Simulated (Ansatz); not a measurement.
`S/C=C/c1ccc(/C=C/c2ccc(/C=C/c3ccc(/C=C/c4ccc(S)cc4)cc3)cc2)cc1` with charge -1. Charge -1, multiplicity 2. Geometry PBE-D4/def2-SVP, that of the neutral singlet; atoms count from 1.

Cartesian coordinates in Å:
```
S 9.762 -10.452 3.096
C 8.725 -9.251 2.333
C 7.947 -8.393 3.045
C 7.097 -7.339 2.499
C 6.253 -6.608 3.376
C 5.408 -5.602 2.913
C 5.357 -5.262 1.537
C 4.489 -4.227 0.990
C 3.584 -3.467 1.674
C 2.709 -2.441 1.124
C 2.722 -2.039 -0.238
C 1.848 -1.063 -0.708
C 0.904 -0.427 0.144
C 0.001 0.568 -0.415
C -0.995 1.234 0.240
C -1.918 2.208 -0.325
C -1.873 2.646 -1.674
C -2.800 3.562 -2.164
C -3.832 4.097 -1.346
C -4.787 5.031 -1.926
C -5.864 5.595 -1.307
C -6.832 6.517 -1.890
C -7.918 6.975 -1.103
C -8.881 7.849 -1.610
C -8.794 8.307 -2.942
S -10.049 9.412 -3.525
C -7.716 7.865 -3.742
C -6.760 6.991 -3.225
C -3.868 3.670 0.007
C -2.939 2.756 0.497
C 0.901 -0.819 1.508
C 1.777 -1.793 1.978
C 6.210 -5.986 0.662
C 7.055 -6.991 1.125
H 10.090 -11.122 1.959
H 8.758 -9.217 1.233
H 7.932 -8.491 4.145
H 6.269 -6.850 4.451
H 4.774 -5.065 3.635
H 4.591 -4.071 -0.098
H 3.470 -3.633 2.759
H 3.433 -2.502 -0.938
H 1.880 -0.773 -1.770
H 0.150 0.772 -1.489
H -1.154 1.020 1.311
H -1.096 2.260 -2.350
H -2.744 3.879 -3.218
H -4.600 5.278 -2.986
H -6.057 5.339 -0.251
H -8.004 6.625 -0.062
H -9.713 8.179 -0.969
H -9.558 9.548 -4.788
H -7.626 8.211 -4.784
H -5.935 6.669 -3.878
H -4.639 4.063 0.685
H -2.995 2.440 1.551
H 0.197 -0.350 2.211
H 1.749 -2.078 3.042
H 6.198 -5.740 -0.411
H 7.703 -7.515 0.406
```

Single mean-field runs in def2-SVP are fitted with def2-universal-jkfit.

Problem. Estimate the Mulliken populations of the heavy atoms from the PBE0/def2-SVP orbitals of Ansatz.

Solution. 
```json
{"atom": "S1", "charge (e)": "-0.06", "spin (α − β)": "0.01"}
{"atom": "C2", "charge (e)": "-0.19", "spin (α − β)": "0.11"}
{"atom": "C3", "charge (e)": "0.02", "spin (α − β)": "-0.06"}
{"atom": "C4", "charge (e)": "0.00", "spin (α − β)": "0.11"}
{"atom": "C5", "charge (e)": "-0.04", "spin (α − β)": "-0.05"}
{"atom": "C6", "charge (e)": "-0.04", "spin (α − β)": "0.08"}
{"atom": "C7", "charge (e)": "0.03", "spin (α − β)": "-0.02"}
{"atom": "C8", "charge (e)": "-0.05", "spin (α − β)": "0.13"}
{"atom": "C9", "charge (e)": "-0.03", "spin (α − β)": "0.00"}
{"atom": "C10", "charge (e)": "0.02", "spin (α − β)": "0.08"}
{"atom": "C11", "charge (e)": "-0.04", "spin (α − β)": "0.02"}
{"atom": "C12", "charge (e)": "-0.05", "spin (α − β)": "0.01"}
{"atom": "C13", "charge (e)": "0.02", "spin (α − β)": "0.05"}
{"atom": "C14", "charge (e)": "-0.04", "spin (α − β)": "0.06"}
{"atom": "C15", "charge (e)": "-0.04", "spin (α − β)": "0.09"}
{"atom": "C16", "charge (e)": "0.03", "spin (α − β)": "0.03"}
{"atom": "C17", "charge (e)": "-0.04", "spin (α − β)": "0.06"}
{"atom": "C18", "charge (e)": "-0.05", "spin (α − β)": "-0.03"}
{"atom": "C19", "charge (e)": "0.01", "spin (α − β)": "0.10"}
{"atom": "C20", "charge (e)": "-0.02", "spin (α − β)": "-0.03"}
{"atom": "C21", "charge (e)": "-0.05", "spin (α − β)": "0.14"}
{"atom": "C22", "charge (e)": "0.03", "spin (α − β)": "-0.03"}
{"atom": "C23", "charge (e)": "-0.06", "spin (α − β)": "0.05"}
{"atom": "C24", "charge (e)": "0.00", "spin (α − β)": "-0.04"}
{"atom": "C25", "charge (e)": "-0.12", "spin (α − β)": "0.08"}
{"atom": "S26", "charge (e)": "-0.04", "spin (α − β)": "0.01"}
{"atom": "C27", "charge (e)": "-0.02", "spin (α − β)": "-0.04"}
{"atom": "C28", "charge (e)": "-0.04", "spin (α − β)": "0.07"}
{"atom": "C29", "charge (e)": "-0.04", "spin (α − β)": "0.00"}
{"atom": "C30", "charge (e)": "-0.05", "spin (α − β)": "0.02"}
{"atom": "C31", "charge (e)": "-0.04", "spin (α − β)": "0.05"}
{"atom": "C32", "charge (e)": "-0.05", "spin (α − β)": "-0.02"}
{"atom": "C33", "charge (e)": "-0.05", "spin (α − β)": "0.04"}
{"atom": "C34", "charge (e)": "-0.04", "spin (α − β)": "-0.03"}
```
Mulliken values depend strongly on the basis.

Problem. Where does the spin sit?

Solution. Summed by element: S 0.02, C 1.03, H -0.04, of 1 unpaired in all. Largest on single atoms: C21 0.14, C8 0.13, C2 0.11.

Problem. And the Mayer bond orders between heavy atoms (over 0.3)?

Solution. S1–C2 1.06 (1.76 Å); C2–C3 1.75 (1.36 Å); C3–C4 1.16 (1.46 Å); C4–C5 1.30 (1.42 Å); C4–C34 1.30 (1.42 Å); C5–C6 1.45 (1.39 Å); C6–C7 1.29 (1.42 Å); C7–C8 1.17 (1.46 Å); C7–C33 1.28 (1.42 Å); C8–C9 1.57 (1.37 Å); C9–C10 1.19 (1.46 Å); C10–C11 1.27 (1.42 Å); C10–C32 1.27 (1.42 Å); C11–C12 1.48 (1.39 Å); C12–C13 1.27 (1.42 Å); C13–C14 1.20 (1.46 Å); C13–C31 1.27 (1.42 Å); C14–C15 1.54 (1.37 Å); C15–C16 1.20 (1.46 Å); C16–C17 1.27 (1.42 Å); C16–C30 1.27 (1.42 Å); C17–C18 1.47 (1.39 Å); C18–C19 1.27 (1.42 Å); C19–C20 1.18 (1.46 Å); C19–C29 1.28 (1.42 Å); C20–C21 1.60 (1.36 Å); C21–C22 1.14 (1.46 Å); C22–C23 1.31 (1.42 Å); C22–C28 1.31 (1.42 Å); C23–C24 1.45 (1.40 Å); C24–C25 1.35 (1.41 Å); C25–S26 1.02 (1.77 Å); C25–C27 1.36 (1.41 Å); C27–C28 1.46 (1.39 Å); C29–C30 1.48 (1.39 Å); C31–C32 1.48 (1.39 Å); C33–C34 1.46 (1.39 Å).
